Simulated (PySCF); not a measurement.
## Orbital energies, ionisation energy and electron affinity

Species: C5H3NS.
Numbering: `[N:1]#[C:2][c:3]1[cH:4][cH:5][cH:6][s:7]1` (hydrogens: H8 on C4; H9 on C5; H10 on C6)

Level: PBE0/def2-SVPD (PySCF). Frontier orbitals with their largest atomic shares (Löwdin; up to four atoms above 4 %):

```tsv
orbital	ε (eV)	main atoms
HOMO−3	-10.31	N1 33 %, C2 30 %, C6 11 %, C3 8 %
HOMO−2	-9.77	N1 45 %, C2 35 %, S7 7 %, C3 6 %
HOMO−1	-8.14	S7 42 %, C4 21 %, C5 17 %, C3 9 %
HOMO	-7.56	?
LUMO	-1.88	S7 19 %, C6 18 %, C3 16 %, C4 15 %
LUMO+1	-0.24	S7 50 %, C3 13 %, N1 12 %, C2 12 %
LUMO+2	0.27	S7 32 %, N1 22 %, C2 17 %, C3 9 %
```

**Question.** What vertical ionisation energy does ΔSCF give, and how far is −ε(HOMO) from it?

**Answer.** ΔSCF: 9.42 eV (909 kJ/mol; threshold wavelength 132 nm); ⟨S²⟩ of the doublet left behind is 0.777, against 0.75 for a pure doublet. −ε(HOMO) is 7.56 eV, 1.86 eV below it. In exact Kohn–Sham theory the two would be equal; PBE0 (global hybrid, 25 % exact exchange) falls short of its own ΔSCF value by 20 %.

**Question.** On which atoms does the HOMO lie?

**Answer.** C6 (aromatic CH next to a ring sulfur) 23 %, C3 (substituted aromatic carbon) 22 %, N1 (nitrile nitrogen) 15 %, C5 (aromatic CH carbon) 13 %, so no atom holds as much as 40 %. The HOMO−1 lies 0.58 eV lower.

**Question.** And the vertical electron affinity, the fundamental gap, Mulliken's electronegativity and the hardness (with the factor ½)?

**Answer.** EA = 0.08 eV by ΔSCF (−ε(LUMO) = 1.88 eV). IE − EA = 9.34 eV against an orbital gap of 5.68 eV; (IE + EA)/2 = 4.75 eV; (IE − EA)/2 = 4.67 eV.

**Question.** The lowest singlet excitation (vertical TDDFT, same level) lies at 5.11 eV. How far is it below IE − EA?

**Answer.** IE − EA = 9.34 eV, so by 4.23 eV.

**Question.** What total energies stand behind the ΔSCF value?

**Answer.** E(N) = -644.52901 Eh and E(N − 1) = -644.18296 Eh at the same geometry, 0.34605 Eh apart. With one more electron, E(N + 1) = -644.53185 Eh.

Isolated species at its PBE0-D3(BJ)/def2-SVP geometry, gas phase.

These values come from a run that also computed excited states and ΔSCF ions. The run took 82 s on one thread, x86-64 server, no GPU, shared host.
